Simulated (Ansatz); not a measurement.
Ge(iPr)2Cl2 (C6H14Cl2Ge). The state is a singlet with charge 0. Geometry PBE-D4/def2-SVP.

Cartesian coordinates in Å:
```
Ge -0.6130 -0.4745 0.2396
C -0.3834 -0.0228 -1.6729
C -0.3568 1.5032 -1.8314
C -1.4609 -0.7009 -2.5239
H 0.6138 -0.4445 -1.9313
H 0.4642 1.9753 -1.2528
H -1.3122 1.9572 -1.4954
H -0.2132 1.7818 -2.8970
H -1.3090 -0.4724 -3.6000
H -1.4452 -1.8021 -2.4006
H -2.4729 -0.3443 -2.2411
C 0.6758 0.2459 1.5565
C 2.0974 -0.1663 1.1532
C 0.2999 -0.1863 2.9762
H 0.5643 1.3494 1.4627
H 2.3740 0.1975 0.1420
H 2.2102 -1.2703 1.1577
H 2.8403 0.2470 1.8681
H 1.0023 0.2525 3.7163
H -0.7262 0.1361 3.2427
H 0.3444 -1.2900 3.0802
Cl -0.5689 -2.6632 0.4294
Cl -2.6247 0.1918 0.8218
```

B3LYP takes the VWN-RPA correlation.

Q: Estimate the orbital energies around the gap (eV) in Ansatz with HF/STO-3G, PBE-D4/def2-SVP, PBE-D4/def2-TZVP, r2SCAN-D4/def2-TZVP, B3LYP-D4/def2-TZVP.

A: 
```csv
orbital,HF/STO-3G,PBE-D4/def2-SVP,PBE-D4/def2-TZVP,r2SCAN-D4/def2-TZVP,B3LYP-D4/def2-TZVP
HOMO−9,-12.75,-8.61,-8.70,-9.04,-9.91
HOMO−8,-12.71,-8.58,-8.66,-8.99,-9.88
HOMO−7,-12.63,-8.49,-8.59,-8.93,-9.81
HOMO−6,-11.66,-8.37,-8.47,-8.80,-9.67
HOMO−5,-11.36,-7.93,-8.07,-8.41,-9.23
HOMO−4,-11.36,-7.72,-7.87,-8.24,-9.03
HOMO−3,-10.52,-7.24,-7.44,-7.82,-8.59
HOMO−2,-10.24,-7.19,-7.35,-7.68,-8.41
HOMO−1,-9.88,-7.08,-7.29,-7.66,-8.41
HOMO,-9.28,-6.46,-6.58,-6.83,-7.57
LUMO,7.25,-0.88,-1.20,-0.93,-0.51
LUMO+1,8.50,0.03,-0.30,0.01,0.36
LUMO+2,10.21,0.23,-0.16,0.34,0.37
LUMO+3,12.91,0.90,0.52,1.01,1.11
LUMO+4,15.52,1.31,0.76,1.34,1.26
LUMO+5,16.00,1.67,1.02,1.72,1.52
```
